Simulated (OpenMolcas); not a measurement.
Mo III.

| Property | Result |
| --- | --- |
| Program | OpenMolcas 26.06 |
| Method | CASSCF |
| Basis | ANO-R3 [8s6p5d3f2g1h] |
| Scalar Hamiltonian | X2C, finite nucleus |
| Active space | 4 electrons in 6 orbitals (4d 5s) |
| State averaging | 2S+1 = 5 even, 15 roots; 2S+1 = 3 even, 95 roots kept (CI in the orbitals of an earlier block); 2S+1 = 1 even, 90 roots kept (CI in the orbitals of an earlier block) |
| Spin-orbit coupling | RASSI with atomic mean-field integrals over the reference wave functions, term energies averaged over their components |

Levels without dynamic correlation, in cm⁻¹ above 4d⁴ ⁵D₀:

```tsv
Level	E
4d⁴ ³F₂(1)	17903
4d⁴ ³P₀(1)	14995
4d⁴ ³H₄	16097
4d⁴ ³G₃	20276
```

On this reference, MS-CASPT2, IPEA 0.25 Eh, imaginary shift 0.1 Eh (closed shells correlated: 4s 4p) puts 4d⁴ ³F₂(1) at 14580 cm⁻¹.

Task: Estimate the other levels at that method by one scale factor, and say how well it serves.

Result: The factor is 14580 / 17903 = 0.814. Scaled values beside those that MS-CASPT2 gives and measured ones (Sugar and Musgrove, J. Phys. Chem. Ref. Data 17, 155 (1988)):
```csv
Level,Scaled,MS-CASPT2,Miss (%),Measured
4d⁴ ³P₀(1),12206,11630,+5.0,11149
4d⁴ ³H₄,13103,13350,-1.9,12680
4d⁴ ³G₃,16505,16650,-0.9,15871
```
For these levels the scaled values miss MS-CASPT2 by up to 5.0 %, as correlation changes each term by its own factor, spin-orbit parts do not scale and CASPT2 has its own spread within terms. This holds within one configuration; levels of others move differently, and the target method has errors of its own against measurement.

CASPT2 breaks the degeneracy within a term, and the mean is taken; among the terms shown or strongly mixed into the levels shown the widest spread is 190 cm-1 (4d⁴ ³F(1), MS-CASPT2). Terms from blocks run as CI alone lack orbitals of their own. Configurations are named by rounded mean occupations; where the s occupation lies near a half they are strongly mixed, a name can repeat and a true partner stay unpaired. Without dynamic correlation excited terms often stand tens of per cent too high (terms of higher spin than the ground term too low), and those without a measured partner can miss by more than the paired ones (holds for CASSCF). Blocks of more than 70 roots (2S+1 = 3 even, 1 even) ran without multistate coupling (holds for MS-CASPT2). Measured partners are found by configuration, term and J. A level has none where our copy of the source lacks it or the pairing is in doubt (some pairs that miss far off the trend of their configuration count as doubtful), and it then counts in no deviation. Only configurations of the active space appear.

A number in round brackets counts repeated terms of one configuration in the order of the reference energies.
